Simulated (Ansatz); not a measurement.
# One arrangement of a pair

The pair of N2 (SMILES N#N, atoms 1–2) and Si2H6 (SMILES [SiH3][SiH3], atoms 3–10), both closed shells, in one local arrangement (a lower one may exist), relaxed at PBE0-D4/def2-TZVP:

N1  (0.383, 0.175, -3.687)
N2  (0.421, -0.455, -2.799)
Si3  (-0.987, -0.698, 0.592)
Si4  (0.788, 0.764, 1.022)
H5  (-1.868, -0.145, -0.471)
H6  (-0.479, -2.024, 0.154)
H7  (-1.796, -0.881, 1.828)
H8  (0.267, 2.079, 1.484)
H9  (1.602, 0.982, -0.204)
H10  (1.668, 0.204, 2.082)
(Å)

Computed with Ansatz 0.2.0 (basis: def2-TZVPPD, with def2-QZVPPD for the basis limit); correlated methods freeze the cores. B3LYP uses VWN-RPA correlation. Extrapolation: Hartree–Fock as exp(−7.88 √X), correlation as X^−2.97. Interaction energies count from these two fragments, frozen as in the pair, with the counterpoise correction; negative means bound.

Problem. What is the interaction energy by CCSD(T) at an estimated basis limit (MP2 extrapolated from triple and quadruple zeta, plus CCSD(T) − MP2 in triple zeta)? (An estimate is asked for; the value comes from the calculation.)

Solution. Computed: -0.74 kcal/mol. Hartree–Fock alone gives 0.56 kcal/mol at the basis limit, so without correlation the pair would not bind at this distance. It counts from the two fragments frozen as in the pair.

The same quantity by other methods in triple zeta, and each one's difference from that estimate:
```csv
method,E_int (kcal/mol),difference
PBE-D4,-0.70,0.04
revPBE-D4,0.08,0.82
BLYP-D4,-0.03,0.71
r2SCAN-D4,-0.54,0.20
B97M-V,-0.77,-0.03
PBE0-D4,-0.65,0.09
B3LYP-D4,-0.32,0.42
HSE06-D4,-0.66,0.07
wB97X-V,-0.82,-0.08
wB97M-V,-0.76,-0.02
B2PLYP,-0.05,0.69
HF,0.56,1.30
MP2,-0.78,-0.04
CCSD,-0.45,0.29
CCSD(T),-0.63,0.11
```
Differences are method less estimate.

Problem. Which atoms make the shortest contact between the fragments?

Solution. N2 and H9, 3.19 Å apart.

Basis-set superposition shift (counterpoise-corrected less uncorrected): CCSD(T) 0.31; MP2 0.31; HF 0.04; PBE0-D4 0.05; wB97M-V 0.06 kcal/mol.

No T1 diagnostic of these runs exceeds 0.014.

For scale, one of the runs: CCSD(T)/def2-TZVPPD, 272 basis functions, launched by `ansatz run in.yaml --threads 4 --pin off --events-out ev --progress --plain --max-ram 9574MiB`. Hardware: 4 CPU threads of an Arm Neoverse V1, shared host. Wall time 120 s; peak host memory 6.7 GiB.
